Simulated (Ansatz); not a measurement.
`CO[Si](O)([SiH3])Cl` + `[SiH3][SiH]1BC1` → `[SiH3][Si]1([SiH3])BC1` + `CO[SiH](O)Cl`  (formal exchange of groups at the Si–Si bond)

Calculated with Ansatz (gas phase, PBE0-D4/def2-TZVP geometries, no zero-point term in ΔE). CCSD(T)/CBS is the MP2 limit (def2-TZVPP, def2-QZVPP) plus CCSD(T) − MP2 in def2-TZVPP, frozen cores. Functionals use def2-TZVPP. One conformer a species, not always the lowest.

`CO[Si](O)([SiH3])Cl`:

```xyz
13

C     0.552   -1.910   -0.759
O    -0.574   -1.098   -0.503
Si   -0.652    0.147    0.547
O    -2.212    0.578    0.706
Si    0.569    2.031   -0.089
Cl    0.103   -0.531    2.354
H     0.251   -2.690   -1.458
H     0.919   -2.377    0.160
H     1.365   -1.332   -1.210
H    -2.852   -0.101    0.931
H     0.523    3.054    0.985
H     1.983    1.626   -0.314
H     0.026    2.603   -1.350
```

`[SiH3][SiH]1BC1`:

```xyz
11

Si   -0.014    0.633   -1.841
Si    0.044    0.772    0.475
B     0.895   -0.413    1.718
C    -0.249   -1.143    1.104
H     0.605   -0.660   -2.240
H     0.754    1.752   -2.448
H    -1.407    0.682   -2.361
H    -0.737    1.919    1.019
H     1.349   -0.379    2.814
H    -0.242   -1.491    0.070
H    -0.998   -1.672    1.690
```

`[SiH3][Si]1([SiH3])BC1`:

```xyz
14

Si   -0.473   -0.263    2.247
Si   -0.033   -0.375   -0.042
Si    2.102    0.231   -0.720
B    -1.471   -0.947   -1.191
C    -1.248    0.512   -1.417
H     0.383   -1.241    2.973
H    -0.188    1.095    2.785
H    -1.901   -0.589    2.501
H     2.113    0.339   -2.205
H     3.092   -0.793   -0.294
H     2.505    1.541   -0.139
H    -2.429   -1.646   -1.148
H    -2.050    1.246   -1.358
H    -0.403    0.891   -1.993
```

`CO[SiH](O)Cl`:

```xyz
10

C     1.554   -0.369    0.384
O     0.184   -0.189    0.670
Si   -1.012    0.001   -0.411
O    -2.377    0.394    0.369
Cl   -0.451    1.476   -1.733
H     1.941    0.452   -0.226
H     2.095   -0.393    1.331
H     1.728   -1.314   -0.142
H    -1.294   -1.215   -1.192
H    -2.369    1.157    0.950
```

(1) Is it downhill or uphill in electronic energy at CCSD(T)/CBS, and by how much? (Estimate.)

(2) What do these levels give: r2SCAN-D4, ωB97M-V, B2PLYP, PBE, SCS-MP2/def2-TZVPP, SCS-MP2/def2-QZVPP? (Best estimate.)

Largest T1 diagnostic among the species: 0.015.

Answers

(1) Computed: Downhill: ΔE = -5.2 kcal/mol.

(2) The calculation gave: r2SCAN-D4 -5.2, ωB97M-V -4.5, B2PLYP -5.2, PBE -4.7, SCS-MP2/def2-TZVPP -5.9, SCS-MP2/def2-QZVPP -5.8 kcal/mol.
